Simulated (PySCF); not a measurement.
Compound: C6H14O2Si.
Atom-mapped SMILES: `[CH3:1][C@@H:2]1[CH2:3][CH2:4][CH2:5][C@@H:6]1[SiH:7]([OH:8])[OH:9]` (hydrogens: H10, H11, H12 on C1; H13 on C2; H14, H15 on C3; H16, H17 on C4; H18, H19 on C5; H20 on C6; H21 on Si7; H22 on O8; H23 on O9)

Computed, not measured: PBE0-D3(BJ)/def2-SVP geometry optimisation, gas phase in PySCF 2.14.0.

**Question.** What internal coordinates does the optimisation give?

**Answer.** 
| bond | length (bohr) |
| --- | --- |
| C1–C2 | 2.871 |
| C2–C3 | 2.908 |
| C3–C4 | 2.916 |
| C4–C5 | 2.905 |
| C5–C6 | 2.903 |
| C6–Si7 | 3.539 |
| Si7–O8 | 3.146 |
| Si7–O9 | 3.156 |
| C2–C6 | 2.913 |
| C1–H10, C1–H11, C1–H12 | 2.082 |
| C2–H13 | 2.091 |
| C3–H14 | 2.081 |
| C3–H15 | 2.080 |
| C4–H16 | 2.079 |
| C4–H17 | 2.078 |
| C5–H18 | 2.080 |
| C5–H19 | 2.085 |
| C6–H20 | 2.091 |
| Si7–H21 | 2.833 |
| O8–H22 | 1.818 |
| O9–H23 | 1.814 |

Bonds in one row agree within 0.02 bohr and their mean is given. A selection of angles:
| angle | degrees |
| --- | --- |
| C1–C2–C3 | 114.2 |
| C1–C2–C6 | 116.4 |
| C3–C2–C6 | 103.6 |
| C2–C3–C4 | 106.4 |
| C3–C4–C5 | 105.9 |
| C4–C5–C6 | 104.4 |
| C5–C6–Si7 | 112.4 |
| C2–C6–C5 | 102.3 |
| C2–C6–Si7 | 116.3 |
| C6–Si7–O8 | 108.4 |
| C6–Si7–O9 | 110.7 |
| O8–Si7–O9 | 107.2 |
| H22–O8–Si7 | 115.8 |
| H23–O9–Si7 | 116.7 |

Dihedral angles: C1–C2–C3–C4 -154° (antiperiplanar); C2–C3–C4–C5 2° (synperiplanar); C3–C4–C5–C6 24° (synperiplanar); C4–C5–C6–Si7 86° (synclinal); C5–C6–Si7–O8 -69° (synclinal); C1–C2–C6–C5 167° (antiperiplanar); H22–O8–Si7–C6 164° (antiperiplanar); H23–O9–Si7–C6 104° (anticlinal).

O8 (silanol oxygen) is bent (angle 115.8°). The 6 C–C bonds span 1.519 Å (C1–C2, drawn single) to 1.543 Å (C3–C4, drawn single), a spread of 0.024 Å. The 5-membered ring C2–C3–C4–C5–C6 has internal angles of 102.3° to 106.4°; it is puckered, 0.18 Å rms from its mean plane, widest ring torsion 40°. Si7 (oxygen-bound silicon) is tetrahedral (angles from 107.2° to 111.8°). Of the pairs four or more bonds apart, Si7···H11 is among the closest relative to their van der Waals radii: 2.91 Å, 88 % of the sum of Bondi's values.

Point group: C1 (no symmetry element, even within 0.4 Å). No frequency check. The numbers are those of one conformer (C5–C6–Si7–O8 -69°, C6–Si7–O8–H 164°, C6–Si7–O9–H 104°, C1–C2–C3–C4 -154°, C2–C3–C4–C5 2°, C3–C4–C5–C6 24°, C4–C5–C6–Si7 86°).

On one thread, Arm Neoverse V1, on a shared host, this took 7.0 min wall. This is the geometry optimisation.
